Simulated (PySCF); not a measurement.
Compound: C₅H₉FO₂.
SMILES with atom numbers: `[CH3:1][C@@H:2]([CH2:3][CH2:4][F:5])[C:6](=[O:7])[OH:8]` (hydrogens: H9, H10, H11 on C1; H12 on C2; H13, H14 on C3; H15, H16 on C4; H17 on O8)

Computed by this run: PBE0/def2-SV(P) geometry optimisation, gas phase in PySCF 2.14.0; density fitting, grid level 1; the optimiser is geomeTRIC in internal coordinates, started from a GFN2-xTB structure.

Step 0: E = -12120.3725 eV
```
atom  x, y, z in Å  |  force x, y, z in eV/Å
C1     -1.3609   -1.4308    0.4034    0.435   0.412   0.105
C2     -0.1809   -0.4548    0.3527   -0.226  -0.120  -0.559
C3      0.8572   -0.8913   -0.6834    0.287   0.871   0.559
C4      2.1096   -0.0280   -0.6364   -0.080  -0.392   0.360
F5      2.7079   -0.1151    0.6011   -0.027  -0.087   0.221
C6     -0.7306    0.9174    0.0244    0.094   0.168   0.069
O7     -0.6713    1.4634   -1.0450    0.008   0.031  -0.196
O8     -1.3369    1.4711    1.0801   -0.026  -0.288   0.493
H9     -1.8558   -1.4735   -0.5644   -0.281  -0.067  -0.479
H10    -2.0811   -1.1129    1.1526   -0.412   0.087   0.365
H11    -1.0101   -2.4273    0.6584    0.152  -0.538   0.128
H12     0.2817   -0.4038    1.3428    0.135   0.018   0.257
H13     0.4311   -0.8109   -1.6842   -0.201  -0.042  -0.409
H14     1.1313   -1.9308   -0.4961    0.113  -0.418   0.024
H15     1.8747    1.0269   -0.8018   -0.111   0.291  -0.243
H16     2.8533   -0.3638   -1.3656    0.129  -0.057  -0.385
H17    -1.7066    2.3372    0.8458    0.011   0.129  -0.310
```

Step 1: E = -12120.4243 eV
```
atom  x, y, z in Å  |  force x, y, z in eV/Å
C1     -1.3509   -1.4326    0.4227   -0.081  -0.052  -0.015
C2     -0.1887   -0.4395    0.3433    0.088   0.048   0.084
C3      0.8576   -0.8526   -0.6865   -0.031  -0.147  -0.047
C4      2.1348   -0.0458   -0.6255   -0.013   0.078  -0.056
F5      2.7185   -0.1707    0.6161   -0.012   0.004  -0.022
C6     -0.7367    0.9373    0.0366   -0.027  -0.054  -0.007
O7     -0.6447    1.5099   -1.0190    0.009   0.027   0.033
O8     -1.3969    1.4596    1.0808   -0.005   0.057  -0.065
H9     -1.8781   -1.4970   -0.5467    0.012  -0.012   0.024
H10    -2.0804   -1.1318    1.1934    0.020  -0.005  -0.018
H11    -0.9802   -2.4416    0.6754    0.010   0.036  -0.007
H12     0.2880   -0.3853    1.3395   -0.024  -0.003  -0.046
H13     0.4282   -0.7597   -1.7016    0.050   0.004   0.043
H14     1.1079   -1.9196   -0.5299   -0.021   0.066  -0.006
H15     1.9336    1.0253   -0.8110    0.029  -0.030   0.030
H16     2.8565   -0.4000   -1.3853   -0.013  -0.010   0.039
H17    -1.7563    2.3171    0.7820    0.009  -0.005   0.037
```

Problem. Estimate the geometry and energy of step 2. (The exact step hangs on the optimiser's Hessian estimate; all steps are aligned on step 1, rigid shifts and turns removed.)

Solution. E = -12120.4256 eV, largest force 0.074 eV/Å
```
atom  x, y, z in Å  |  force x, y, z in eV/Å
C1     -1.3522   -1.4384    0.4206   -0.016  -0.009  -0.001
C2     -0.1919   -0.4405    0.3416   -0.018   0.016  -0.021
C3      0.8556   -0.8562   -0.6869   -0.015  -0.013  -0.011
C4      2.1293   -0.0431   -0.6270    0.005   0.016  -0.019
F5      2.7094   -0.1610    0.6164    0.007  -0.001   0.024
C6     -0.7389    0.9374    0.0340    0.021   0.059   0.038
O7     -0.6389    1.5191   -1.0157    0.018  -0.034  -0.025
O8     -1.3934    1.4643    1.0795   -0.020  -0.018   0.014
H9     -1.8780   -1.5100   -0.5482    0.007  -0.001   0.001
H10    -2.0829   -1.1403    1.1901    0.000   0.002   0.000
H11    -0.9733   -2.4428    0.6760    0.003   0.003   0.003
H12     0.2829   -0.3847    1.3369   -0.004   0.001  -0.007
H13     0.4320   -0.7670   -1.7029   -0.002   0.002   0.001
H14     1.1074   -1.9201   -0.5260    0.005   0.009   0.004
H15     1.9297    1.0267   -0.8152   -0.004  -0.010   0.001
H16     2.8546   -0.4008   -1.3803    0.002  -0.009   0.003
H17    -1.7391    2.3306    0.7916    0.010  -0.015  -0.005
```

The energy changes by -0.0013 eV. The first-order estimate −F·Δx gives -0.0028 eV and the mean of the old and new forces, exact on a quadratic surface, -0.0012 eV. The step makes an angle of 77° with the force vector and moves no atom by more than 0.024 Å.

What follows is the cost of the whole optimisation. On one thread, Arm Neoverse N1 (aarch64), no GPU (shared host), this took 61 s of wall time and 0.60 GiB of memory at its peak.
